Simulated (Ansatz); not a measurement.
Ba₃Se₂, relaxed as a singlet with RKS PBE0-D4/def2-SVP in Ansatz, starting from the GFN1-xTB geometry. Force threshold 0.02 eV/Å.

In the def2 sets Ba takes a core potential; there is no spin–orbit coupling. The restricted singlet is unstable towards broken spin symmetry in Hartree–Fock (as tested in another run); at PBE0-D4/def2-SVP this wasn't settled. The structure comes from a short search, and lower isomers may exist.

Start:

```csv
atom,x (Å),y (Å),z (Å)
Ba1,1.977,0.684,1.045
Ba2,0.031,-1.774,-1.528
Ba3,-2.008,1.095,0.484
Se4,0.321,1.196,-1.392
Se5,-0.321,-1.201,1.391
```

| step | energy (eV) | largest force component (eV/Å) | SCF passes |
| --- | --- | --- | --- |
| 1 | -132753.4114 | 0.781 | 19 |
| 2 | -132753.4770 | 0.254 | 32 |
| 3 | -132753.4870 | 0.172 | 26 |
| 4 | -132753.5053 | 0.018 | 27 |

Force components are those of the run's own axes.

End:

Cartesian coordinates in Å:
```
Ba 1.9696 0.6778 1.0384
Ba 0.0307 -1.7657 -1.5166
Ba -2.0003 1.0891 0.4791
Se 0.3407 1.2757 -1.4796
Se -0.3406 -1.2768 1.4787
```

By distances, no bond broke or formed. The bond that changes most is Ba2–Se4, from 2.99 to 3.06 Å (atoms count from 1).

No frequencies were taken in this run, so the end may be a saddle point.

Run time 19 s (4 threads of Arm Neoverse V2 on a shared host).
